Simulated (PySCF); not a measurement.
Excitations are Tamm–Dancoff values on a coarser integration grid. The basis has no diffuse functions, so Rydberg states are missing or too high.

Cartesian coordinates (Å):
```xyz
22

B      2.3902     0.9489    -0.6089
C      1.1497     0.3450     0.1022
C      1.0206    -1.2035     0.1579
C     -0.4678    -1.4395    -0.1190
C     -1.2778    -0.9416     1.0908
C     -1.1837     0.5996     0.9758
C     -0.2878     0.8019    -0.2587
S     -0.3185     2.4754    -0.9546
C     -0.7522    -0.3523    -1.1598
H      2.3902     2.0695    -1.0602
H      3.4265     0.3206    -0.6092
H      1.4000     0.7508     1.1152
H      1.3387    -1.6254     1.1231
H      1.6381    -1.6774    -0.6212
H     -0.7037    -2.4711    -0.4170
H     -0.8720    -1.3268     2.0386
H     -2.3233    -1.2795     1.0272
H     -2.1751     1.0459     0.8004
H     -0.7616     1.0908     1.8649
H     -1.6661     2.5781    -0.9742
H     -1.8150    -0.2675    -1.4369
H     -0.1493    -0.4420    -2.0764
```
Charge 0, multiplicity 1.

**Question.** What is the computed S1 excitation (TDA), T1 excitation (TDA), dipole moment, total energy and LUMO (PySCF with PBE0-D3(BJ)/def2-TZVP // PBE0-D3(BJ)/def2-SVP)?

**Answer.** 
```
Property                   Result
-------------------  ------------
S1 excitation (TDA)       4.34 eV
T1 excitation (TDA)       4.21 eV
dipole moment           0.481 e·Å
total energy         -18972.09 eV
LUMO                     -1.27 eV
```
